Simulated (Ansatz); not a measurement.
Steps of a relaxation of Cl3H3Si2, SMILES `Cl[SiH2][SiH](Cl)Cl` with RKS PBE0-D4/def2-TZVP.

```sh
$ ansatz run in.yaml --threads 4 --pin off --events-out ev --progress --plain --max-ram 10444MiB
```

```yaml
crystal:
  periodic: [false, false, false]
  atoms:
    - {symbol: Cl, position_ang: [-0.460321, 0.111625, 2.635782]}
    - {symbol: Si, position_ang: [-0.090855, 0.922787, 0.748793]}
    - {symbol: Si, position_ang: [0.254393, -0.856430, -0.740735]}
    - {symbol: Cl, position_ang: [-1.496583, -1.971133, -0.835723]}
    - {symbol: Cl, position_ang: [0.667695, -0.008327, -2.598754]}
    - {symbol: H, position_ang: [1.121570, 1.807429, 0.819097]}
    - {symbol: H, position_ang: [-1.281024, 1.720717, 0.300901]}
    - {symbol: H, position_ang: [1.377226, -1.783769, -0.385162]}
basis:
  gaussian: {orbitals: def2-TZVP}
hamiltonian: {xc: pbe0, dispersion: d4}
relax: {f_tol: 0.005, max_steps: 150}
```

Positions (Å) and forces (eV/Å) along the path, 6 of 6 steps:

```xyz
8
step=1 energy=-53359.1800 eV
Cl   -0.460    0.112    2.636    0.099    0.239   -0.492
Si   -0.091    0.923    0.749   -0.067    0.088    0.250
Si    0.254   -0.856   -0.741   -0.128   -0.147   -0.290
Cl   -1.497   -1.971   -0.836    0.504    0.295   -0.010
Cl    0.668   -0.008   -2.599   -0.118   -0.271    0.496
H     1.122    1.807    0.819   -0.267   -0.220    0.025
H    -1.281    1.721    0.301    0.250   -0.189    0.142
H     1.377   -1.784   -0.385   -0.272    0.205   -0.121
8
step=2 energy=-53359.2167 eV
Cl   -0.456    0.138    2.610    0.001   -0.004   -0.014
Si   -0.092    0.925    0.743    0.000    0.066    0.121
Si    0.253   -0.851   -0.734    0.017   -0.085   -0.141
Cl   -1.464   -1.961   -0.852    0.008    0.013    0.034
Cl    0.657   -0.039   -2.578    0.011    0.009    0.024
H     1.112    1.795    0.836   -0.066   -0.043   -0.046
H    -1.279    1.716    0.325    0.081   -0.042   -0.016
H     1.362   -1.780   -0.405   -0.052    0.086    0.038
8
step=3 energy=-53359.2194 eV
Cl   -0.456    0.133    2.614    0.002   -0.005   -0.002
Si   -0.091    0.918    0.749   -0.011    0.010   -0.007
Si    0.248   -0.847   -0.745    0.024   -0.003    0.015
Cl   -1.468   -1.957   -0.843   -0.017   -0.017   -0.010
Cl    0.661   -0.034   -2.583   -0.004   -0.002    0.001
H     1.110    1.785    0.827    0.003    0.002    0.000
H    -1.270    1.705    0.316    0.000    0.015    0.008
H     1.357   -1.760   -0.392    0.002   -0.001   -0.004
8
step=4 energy=-53359.2196 eV
Cl   -0.456    0.131    2.613    0.001   -0.001    0.000
Si   -0.091    0.919    0.748   -0.007    0.000   -0.001
Si    0.248   -0.848   -0.743   -0.003    0.001    0.000
Cl   -1.467   -1.960   -0.846    0.003   -0.004   -0.002
Cl    0.660   -0.035   -2.581    0.000   -0.001   -0.001
H     1.110    1.786    0.826    0.003   -0.002   -0.002
H    -1.269    1.710    0.319    0.002    0.006    0.003
H     1.358   -1.761   -0.392    0.000    0.002    0.003
8
step=5 energy=-53359.2196 eV
Cl   -0.457    0.130    2.612    0.001    0.000   -0.001
Si   -0.093    0.920    0.748   -0.002    0.001    0.000
Si    0.247   -0.848   -0.743   -0.001   -0.001   -0.001
Cl   -1.465   -1.964   -0.847    0.000   -0.003    0.000
Cl    0.658   -0.036   -2.582    0.001    0.000   -0.001
H     1.111    1.784    0.826    0.002   -0.003    0.000
H    -1.268    1.715    0.321    0.000    0.003    0.002
H     1.359   -1.758   -0.390    0.000    0.003    0.002
8
step=6 energy=-53359.2197 eV
Cl   -0.459    0.128    2.610   -0.001   -0.001    0.002
Si   -0.094    0.921    0.747    0.002    0.001    0.000
Si    0.245   -0.847   -0.744    0.000    0.001    0.002
Cl   -1.463   -1.971   -0.848    0.002    0.000    0.000
Cl    0.657   -0.038   -2.584    0.000    0.000   -0.001
H     1.114    1.778    0.825   -0.001   -0.001   -0.001
H    -1.267    1.723    0.324    0.000   -0.001   -0.001
H     1.360   -1.752   -0.386   -0.001    0.001   -0.001
```

Run time 16 s (4 threads of an INTEL XEON PLATINUM 8581C on a shared host); peak host memory 0.71 GiB.
